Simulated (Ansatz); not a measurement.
`C[SiH](C)CO` and `C[SiH](C)[GeH3]` differ in one atom or group.

Ansatz, PBE0-D4/def2-TZVP geometries, multiplicity 1. Each molecule was computed in one conformer, which needn't be the lowest.

Scalar relativity is left out up to krypton.

| property | `C[SiH](C)CO` |
| --- | --- |
| HOMO–LUMO gap (ωB97M-V/def2-TZVPP) / eV | 11.75 |
| LUMO energy (PBE0/def2-TZVPP) / eV | 0.72 |
| LUMO energy (PBE/def2-TZVPP) / eV | -0.15 |
| HOMO–LUMO gap (PBE/def2-TZVPP) / eV | 5.56 |
| size of the dipole moment (B3LYP/def2-TZVPP) / D | 2.07 |
| HOMO–LUMO gap (PBE0/def2-TZVPP) / eV | 7.93 |

Q: Give the same properties after the change, and the shifts. (Estimate.)

A: Ansatz gave: 
| property | `C[SiH](C)[GeH3]` | shift |
| --- | --- | --- |
| HOMO–LUMO gap (ωB97M-V/def2-TZVPP) / eV | 11.82 | 0.07 |
| LUMO energy (PBE0/def2-TZVPP) / eV | 0.55 | -0.17 |
| LUMO energy (PBE/def2-TZVPP) / eV | -0.24 | -0.09 |
| HOMO–LUMO gap (PBE/def2-TZVPP) / eV | 6.34 | 0.78 |
| size of the dipole moment (B3LYP/def2-TZVPP) / D | 1.33 | -0.74 |
| HOMO–LUMO gap (PBE0/def2-TZVPP) / eV | 8.22 | 0.29 |

With PBE0 the HOMO falls by 0.46 eV and the LUMO falls by 0.17 eV, so the gap widens by about 0.29 eV. PBE moves the HOMO by -0.87 eV and ωB97M-V by -0.16 eV. Dipoles are sizes alone; their direction can turn.

B3LYP here is the variant with VWN-RPA as its local correlation; programs differ in this.
